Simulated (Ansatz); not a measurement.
Ideal-gas functions of H3InSe3 (`[SeH][In]([SeH])[SeH]`) at 298.15 K and 1 bar, from an Ansatz frequency run at PBE0-D4/def2-TZVP.

Molar mass 354.72 g/mol, point group C3h (symmetry number 3), electronic degeneracy 1, moments of inertia 753.052, 753.125, 1506.176 u Å². Harmonic wavenumbers (cm⁻¹, unscaled): 53, 53, 75, 136, 191, 201, 202, 264, 264, 569, 605, 606, 2440, 2441, 2441.

Use S(trans) = R[1.5 ln M + 2.5 ln T − 1.1517]; rotational temperatures θ = 24.2544 K / I; S(rot) = R[ln(√π/σ · √(T³/θAθBθC)) + 1.5]; for each mode x = 1.438777 ν̃/T, S = R[x/(eˣ − 1) − ln(1 − e⁻ˣ)] and H = RT x/(eˣ − 1); 1 cm⁻¹ = 0.0119627 kJ/mol; R = 8.31446 J/(mol·K).

**Question.** By hand: the entropy, in J/(mol·K).

**Answer.** Translation 182.1. Rotation: θ = 0.0322, 0.0322, 0.0161 K, giving 124.9. Vibration, mode by mode: 19.67, 19.67, 16.81, 11.96, 9.28, 8.89, 8.85, 6.84, 6.84, 2.12, 1.85, 1.84, 0.00, 0.00, 0.00, in all 114.6. Electronic 0.0. Sum 421.6 J/(mol·K).

**Question.** By hand: H − E and G − E in kJ/mol, counted from the electronic energy.

**Answer.** Zero-point energy ½ × 10541 × 0.0119627 = 63.0; thermal vibration 16.3; translation, rotation and pV give 4 RT = 9.9. H − E = 89.2 kJ/mol, and G − E = 89.2 − 298.15 × 421.6/1000 = -36.5 kJ/mol.

Vibration gives 27 % of the entropy, 68.1 J/(mol·K) of it from the modes under 150 cm⁻¹: soft modes count most, and the harmonic formula is weakest for them. The sum counts one conformer and one mirror image; others add a mixing term.
